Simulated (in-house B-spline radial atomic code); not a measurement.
Settings and results of a run for Pm+. Method: scalar-relativistic (X2C) PBE, spherical fractional occupations, Fermi nucleus of rms radius 4.962 fm, inside a hard spherical wall at 3.76 bohr. Calculated with an all-electron radial atomic-structure program (B-spline basis).

Command:
```bash
python run_scf.py task.json out
```
Settings (nuclear radius in fm, mass in u):
```
Z                61
configuration    [Kr] 4d10 4f5 5s2 5p5 5d1 6s1
hamiltonian      x2c
method           pbe,pbe
spin_polarised   False
nucleus          fermi
rms_radius       4.962
atomic_mass      144.91276
speed_of_light   137.035999084
wall_radius      3.76
```

Output (hartree, bohr):
```
 radial grid: 61 intervals, B-splines of order 8, outer radius 3.76 bohr

 iter        energy (Eh)    residual
    1      -10010.796503    5.17e-01
    2      -10008.509884    6.51e-01
    3      -10017.658118    5.71e-02
    4      -10017.697187    1.09e-02
    5      -10017.696221    9.78e-03
    6      -10017.701233    3.01e-03
    7      -10017.701359    1.81e-04
    8      -10017.701359    1.74e-05
    9      -10017.701359    3.11e-07

 total energy                    -10017.70136
 kinetic                           10840.6427
 electron-nucleus                 -24521.2450
 Hartree                            3894.5481
 exchange-correlation               -231.6472

 orbital      occ     eigenvalue          <r>       <r^2>       <1/r>       r_max
 1s         2.000     -1650.5082    0.0224917 0.000698162     71.8966     0.01397
 2s         2.000      -268.3790    0.0983275   0.0114742     16.5329     0.08368
 2p         6.000      -240.0357    0.0867081  0.00919305      14.785     0.06719
 3s         2.000       -58.5577     0.260178   0.0774837     5.91652      0.2388
 3p         6.000       -49.6222     0.258318   0.0774406     5.42194      0.2337
 3d        10.000       -37.1980     0.236234   0.0656903      5.1032      0.1918
 4s         2.000       -11.6731     0.593305    0.397466     2.43919      0.5526
 4p         6.000        -8.7340     0.627848    0.448529     2.20879      0.5763
 4d        10.000        -4.5428     0.689473    0.552031     1.92333      0.6033
 4f         5.000        -0.1254      1.00573      1.3086     1.32064      0.6385
 5s         2.000        -1.6021      1.44183     2.33039    0.923854       1.294
 5p         5.000        -0.8982      1.64936     3.03856    0.783998       1.468
 5d         1.000         0.0006      2.02377     4.47879    0.610032       1.938
 6s         1.000         0.3291      2.33423     6.00621     0.58427        2.61
```

Time taken, with all properties: 0.1 s on 1 thread of Arm Neoverse V1, on a shared host.

One-electron X2C: radii and densities carry no picture-change correction, so inner-shell <1/r> comes out high (for 1s by about 2 % at Z = 33, 5 % at 54, 10 % at 75, 30 % at 118) and <r> low.
